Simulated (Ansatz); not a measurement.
`CN(C)[Si]Cl` → `C/C=N\[SiH2]Cl`  (isomerisation)

Program: Ansatz. Geometries: PBE0-D4/def2-TZVP. ΔE: electronic, gas phase. CCSD(T)/CBS is the MP2 limit (def2-TZVPP, def2-QZVPP) plus CCSD(T) − MP2 in def2-TZVPP, frozen cores. DFT in def2-TZVPP. B3LYP here is the variant with VWN-RPA as its local correlation; programs differ in this. Each species was taken in one conformer, which may not be the lowest.

`CN(C)[Si]Cl`:

```xyz
11

C     1.167    0.540   -0.610
N     0.215   -0.218    0.181
C    -1.152    0.185   -0.057
Si    0.883   -1.410    1.209
Cl   -0.847   -2.211    2.111
H     1.105    1.609   -0.379
H     2.186    0.203   -0.400
H     0.977    0.411   -1.682
H    -1.834   -0.399    0.557
H    -1.285    1.247    0.181
H    -1.416    0.044   -1.111
```

`C/C=N\[SiH2]Cl`:

```xyz
11

C     0.138   -1.599   -0.367
C    -0.974   -0.649   -0.073
N    -0.903    0.576    0.195
Si    0.235    1.821    0.390
Cl    2.248    1.363    0.139
H    -0.018   -2.044   -1.355
H     0.107   -2.426    0.350
H     1.114   -1.119   -0.331
H    -1.976   -1.105   -0.102
H    -0.074    2.858   -0.617
H     0.102    2.323    1.773
```

```json
{"level": "PBE-D4", "ΔE (kJ/mol)": "-16.1", "difference from CCSD(T)/CBS": "9.8"}
{"level": "r2SCAN-D4", "ΔE (kJ/mol)": "-34.5", "difference from CCSD(T)/CBS": "-8.6"}
{"level": "B3LYP-D4", "ΔE (kJ/mol)": "-27.0", "difference from CCSD(T)/CBS": "-1.1"}
{"level": "ωB97X-V", "ΔE (kJ/mol)": "-31.3", "difference from CCSD(T)/CBS": "-5.4"}
{"level": "B2PLYP", "ΔE (kJ/mol)": "-30.4", "difference from CCSD(T)/CBS": "-4.5"}
{"level": "r2SCAN", "ΔE (kJ/mol)": "-34.9", "difference from CCSD(T)/CBS": "-9.0"}
{"level": "PBE0", "ΔE (kJ/mol)": "-22.7", "difference from CCSD(T)/CBS": "3.2"}
{"level": "B3LYP", "ΔE (kJ/mol)": "-31.0", "difference from CCSD(T)/CBS": "-5.1"}
{"level": "SCS-MP2/def2-TZVPP", "ΔE (kJ/mol)": "-31.6", "difference from CCSD(T)/CBS": "-5.7"}
{"level": "CCSD(T)/def2-TZVPP", "ΔE (kJ/mol)": "-23.8", "difference from CCSD(T)/CBS": "2.1"}
{"level": "HF/def2-QZVPP", "ΔE (kJ/mol)": "-61.8", "difference from CCSD(T)/CBS": "-35.9"}
{"level": "MP2/def2-QZVPP", "ΔE (kJ/mol)": "-27.4", "difference from CCSD(T)/CBS": "-1.5"}
{"level": "SCS-MP2/def2-QZVPP", "ΔE (kJ/mol)": "-33.7", "difference from CCSD(T)/CBS": "-7.8"}
{"level": "HF/CBS(def2)", "ΔE (kJ/mol)": "-61.9", "difference from CCSD(T)/CBS": "-36.0"}
{"level": "MP2/CBS(def2)", "ΔE (kJ/mol)": "-28.1", "difference from CCSD(T)/CBS": "-2.2"}
{"level": "CCSD/CBS(def2)", "ΔE (kJ/mol)": "-28.4", "difference from CCSD(T)/CBS": "-2.5"}
{"level": "CCSD(T)/CBS", "ΔE (kJ/mol)": "-25.9", "difference from CCSD(T)/CBS": "0"}
```

Largest T1 diagnostic among the species: 0.013.

From PBE to PBE0 (25 % exact exchange), in def2-TZVPP and without D4, ΔE moves by −4.3 kJ/mol. The D4 term adds +3.9 kJ/mol with B3LYP and +1.8 kJ/mol with PBE0; it sums over pairs of atoms, weighted by their polarisabilities, and B3LYP, whose exchange is more repulsive, gets the larger term. In def2-TZVPP, CCSD(T) changes the Hartree–Fock value by +37.3 kJ/mol (the triples alone add +2.6 kJ/mol) and MP2 by +35.1 kJ/mol.
